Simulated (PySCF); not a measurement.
Isomers of C5H11ClO2S, mass 170.017 u with the commonest isotopes. The calculation used PBE0/pcSseg-1 in PySCF (dipole) on a GFN2-xTB geometry, gas phase. One conformer each, none proved a minimum here; rigid rotors.

**Question.** Order these by radius of gyration √(Σ m r²/M), largest first.
A. `[CH3:1][CH:2]([CH3:3])[CH2:4][CH2:5][S:6](=[O:7])(=[O:8])[Cl:9]` with C1–C2–C4–C5 173°, C2–C4–C5–S6 -169°, C4–C5–S6–O7 48°
B. `[CH3:1][CH2:2][CH2:3][C@H:4]([CH3:5])[S:6](=[O:7])(=[O:8])[Cl:9]` with C1–C2–C3–C4 180°, C2–C3–C4–C5 -73°, C3–C4–S6–O7 177°
C. `[CH3:1][CH2:2][C:3]([CH3:4])([CH3:5])[S:6](=[O:7])(=[O:8])[Cl:9]` with C1–C2–C3–C4 -175°, C2–C3–S6–O7 -73°
D. `[CH3:1][CH:2]([CH3:3])[C@@H:4]([CH3:5])[S:6](=[O:7])(=[O:8])[Cl:9]` with C1–C2–C4–C5 76°, C2–C4–S6–O7 51°
E. `[CH3:1][CH2:2][C@H:3]([CH3:4])[CH2:5][S:6](=[O:7])(=[O:8])[Cl:9]` with C1–C2–C3–C4 -173°, C2–C3–C5–S6 -178°, C3–C5–S6–O7 42°

**Answer.** A (2.405 Å), E (2.303 Å), B (2.265 Å), D (2.120 Å), C (1.984 Å).

**Question.** Order these by dipole moment, largest first.
A. `[CH3:1][CH:2]([CH3:3])[C@@H:4]([CH3:5])[S:6](=[O:7])(=[O:8])[Cl:9]` with C1–C2–C4–C5 76°, C2–C4–S6–O7 51°
B. `[CH3:1][CH:2]([CH3:3])[CH2:4][CH2:5][S:6](=[O:7])(=[O:8])[Cl:9]` with C1–C2–C4–C5 173°, C2–C4–C5–S6 -169°, C4–C5–S6–O7 48°
C. `[CH3:1][CH2:2][CH2:3][C@H:4]([CH3:5])[S:6](=[O:7])(=[O:8])[Cl:9]` with C1–C2–C3–C4 180°, C2–C3–C4–C5 -73°, C3–C4–S6–O7 177°

**Answer.** C (4.80 D), B (4.67 D), A (4.53 D).

**Question.** Order these by rotational constant C, largest first.
A. `[CH3:1][CH2:2][C:3]([CH3:4])([CH3:5])[S:6](=[O:7])(=[O:8])[Cl:9]` with C1–C2–C3–C4 -175°, C2–C3–S6–O7 -73°
B. `[CH3:1][CH:2]([CH3:3])[C@@H:4]([CH3:5])[S:6](=[O:7])(=[O:8])[Cl:9]` with C1–C2–C4–C5 76°, C2–C4–S6–O7 51°
C. `[CH3:1][CH2:2][C@H:3]([CH3:4])[CH2:5][S:6](=[O:7])(=[O:8])[Cl:9]` with C1–C2–C3–C4 -173°, C2–C3–C5–S6 -178°, C3–C5–S6–O7 42°
D. `[CH3:1][CH:2]([CH3:3])[CH2:4][CH2:5][S:6](=[O:7])(=[O:8])[Cl:9]` with C1–C2–C4–C5 173°, C2–C4–C5–S6 -169°, C4–C5–S6–O7 48°
E. `[CH3:1][CH2:2][CH2:3][C@H:4]([CH3:5])[S:6](=[O:7])(=[O:8])[Cl:9]` with C1–C2–C3–C4 180°, C2–C3–C4–C5 -73°, C3–C4–S6–O7 177°

**Answer.** A (910.9 MHz), B (762.6 MHz), E (677.2 MHz), C (601.2 MHz), D (576.4 MHz).

```tsv
SMILES	point group	Ia (u·Å²)	Ib (u·Å²)	Ic (u·Å²)	κ	μa (D)	μb (D)	μc (D)
CC(C)CCS(=O)(=O)Cl	C1	244.27	845.76	876.73	-0.97	4.48	0.39	1.28
CC[C@H](C)CS(=O)(=O)Cl	C1	261.11	701.23	840.64	-0.82	4.02	1.80	1.19
CCC[C@H](C)S(=O)(=O)Cl	C1	271.52	726.19	746.26	-0.97	4.28	1.08	1.89
CC(C)[C@@H](C)S(=O)(=O)Cl	C1	250.44	615.83	662.68	-0.91	3.41	2.98	0.15
CC(C)(C)CS(=O)(=O)Cl	C1	266.51	583.41	656.11	-0.83	3.93	1.52	1.42
CCC(C)(C)S(=O)(=O)Cl	C1	286.64	497.16	554.81	-0.75	2.85	3.62	0.42
```
